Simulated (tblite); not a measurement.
Q: Give a GFN2-xTB geometry of `O[CH][Si@H]([SiH3])O[SiH3]` [radical]. (Doublet state.)

A: 
Z-matrix in Å and degrees, rows numbered from 1:
```
O 
C   1  1.3575
Si  2  1.8483  1  122.17
Si  3  2.3139  2  118.75  1   108.12
O   3  1.6498  2   99.29  1    -8.75
Si  5  1.6135  3  155.06  2   172.15
H   1  0.9673  2  107.69  3    10.19
H   2  1.0792  1  111.29  3   169.13
H   3  1.4744  2  110.18  1  -118.07
H   4  1.4673  3  109.69  2    70.38
H   4  1.4688  3  114.44  2   -49.46
H   4  1.4697  3  113.46  2  -170.80
H   6  1.4622  5  108.15  3   -48.81
H   6  1.4605  5  108.27  3    72.12
H   6  1.4626  5  103.55  3  -168.14
```

Si4 (silicon bonded to Si and 3 H) is distorted tetrahedral (angles from 105.6° to 114.4°). Of the pairs four or more bonds apart, those above aside, Si6···H7 is among the closest relative to their van der Waals radii: 3.31 Å, 100 % of the sum of Bondi's values. The 2 O–Si bonds span 1.613 Å (O5–Si6, drawn single) to 1.650 Å (Si3–O5, drawn single), a spread of 0.037 Å. Si3 (silicon bonded to C, O, Si and H) is distorted tetrahedral (angles from 99.3° to 118.7°).

Computed geometry: GFN2-xTB, gas phase. This method treats the open shell by occupation alone, without spin polarisation.

Point group: C1 (no symmetry element, even within 0.4 Å). Its lowest GFN2-xTB frequency is 10 cm⁻¹, too small to tell a flat minimum from a shallow saddle. Torsions: H–O1–C2–Si3 10°, O1–C2–Si3–Si4 108°, C2–Si3–O5–Si6 172°. 3 starts were optimised and ended at 0.00, 0.01 and 3.10 kcal/mol (GFN2-xTB); the lowest of these is shown.

One conformer stands for the species.
